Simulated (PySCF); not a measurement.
Atom-mapped SMILES (the numbers label the heavy atoms): `[CH2:1]=[C:2]=[CH:3][C:4]#[C:5][C:6]#[N:7]`. Hydrogens are named by the atom that carries them.

- shieldings: GIAO PBE0/pcSseg-1
- structure optimised with GFN2-xTB
- program: PySCF 2.14.0 with density-fitted response routines
- gas phase, averaged over atoms made equivalent by symmetry, fast rotation or ring inversion, a single conformation, relativity neglected

Chemical shifts δ = σref − σ; 13C against TMS, all at this level.

**Question.** Do the 13C shifts follow the atomic charges (in e)? Tabulate both.

**Answer.** 
```json
{"atoms": "C2", "hybridisation": "sp", "δ (ppm)": "236.6", "σ para (ppm)": "-314", "Hirshfeld": "+0.04", "IAO": "+0.09", "Mulliken": "-0.07", "ESP-fitted": "+0.29"}
{"atoms": "C6", "hybridisation": "sp", "δ (ppm)": "111.7", "σ para (ppm)": "-191", "Hirshfeld": "+0.08", "IAO": "+0.14", "Mulliken": "-0.08", "ESP-fitted": "+0.63"}
{"atoms": "C1", "hybridisation": "sp2", "δ (ppm)": "83.5", "σ para (ppm)": "-158", "Hirshfeld": "-0.09", "IAO": "-0.34", "Mulliken": "-0.12", "ESP-fitted": "-0.57"}
{"atoms": "C4", "hybridisation": "sp", "δ (ppm)": "77.7", "σ para (ppm)": "-146", "Hirshfeld": "+0.01", "IAO": "+0.05", "Mulliken": "+0.20", "ESP-fitted": "+0.39"}
{"atoms": "C3", "hybridisation": "sp2", "δ (ppm)": "77.5", "σ para (ppm)": "-152", "Hirshfeld": "-0.05", "IAO": "-0.22", "Mulliken": "-0.28", "ESP-fitted": "-0.49"}
{"atoms": "C5", "hybridisation": "sp", "δ (ppm)": "77.4", "σ para (ppm)": "-136", "Hirshfeld": "-0.04", "IAO": "-0.09", "Mulliken": "+0.06", "ESP-fitted": "-0.51"}
```

Correlation coefficients of δ with charge over these carbons: Hirshfeld +0.51, IAO +0.48, Mulliken -0.11, ESP-fitted +0.43; with the paramagnetic shielding -0.99. Among the 4 sp carbons alone: Hirshfeld +0.41, IAO +0.41, Mulliken -0.65, ESP-fitted +0.26. With so few points, grouped by hybridisation, these coefficients are fragile. Charge is one influence among several: hybridisation and low-lying excitations act through the paramagnetic term.

Shifts are as computed. Against solution values, carbons near 30 ppm lie about +3 ppm off and those near 130 ppm about +5 ppm (rms about the fit 2.1 ppm; single classes can miss by 10 ppm). Of 1328 compounds with measured shifts, 309 miss one by over three times the rms of a fit or turn the order of signals round; such compounds aren't used in these exercises. Signals without a measured value on file couldn't be tested in this way; 1H shifts scatter by 0.2 ppm about their fit, and single ones miss by 0.5 ppm.
